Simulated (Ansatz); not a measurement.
Species, as SMILES: F[C]Cl (closed-shell singlet).
Atoms: F1, C2, Cl3. Bonds: F1-C2, C2-Cl3.

Basis-set convergence of the highest harmonic wavenumber at MP2 with Ansatz (a quantum-chemistry and plane-wave program). Each level at its own minimum, finite differences of forces, unscaled; the reference is a large set that could be run, not a limit. Cartesian d functions, on some or all atoms, in 6-31G*, 6-311G**, 6-311+G**; all else is spherical. Cores are frozen. A restricted Hartree-Fock determinant is unstable towards unrestricted orbitals. No added dispersion term, no relativity. Reference: the value in aug-cc-pV(T+d)Z, 1183 cm⁻¹, itself unsure by roughly 4 cm⁻¹ (its distance from def2-TZVPPD). Deviations are taken from unrounded values. Cost is core time over that of 6-31G*, rough, on shared machines of one kind.

```
basis              functions  cost
-----------------  ---------  ----
6-31G*                    49    1×
6-311G**                  63    1×
6-311+G**                 75    2×
6-311++G(3df,3pd)        125    6×
```

Question: Which is the smallest Pople set listed that can be trusted to 20 cm⁻¹ here, that is, within that of the reference together with its larger relatives (same family, alike in diffuse functions; a set with none to test it counts only in the reference's own line)?

Answer: The smallest set listed that lies within 20 cm⁻¹ of the reference with all its larger relatives (same family, alike in diffuse functions; a set with none counts only in the reference's own line) is 6-311+G** (75 functions, 2× in cost, -6 cm⁻¹ off). Value minus reference: 6-31G* 36, 6-311G** 37, 6-311+G** -6, 6-311++G(3df,3pd) 12 cm⁻¹.
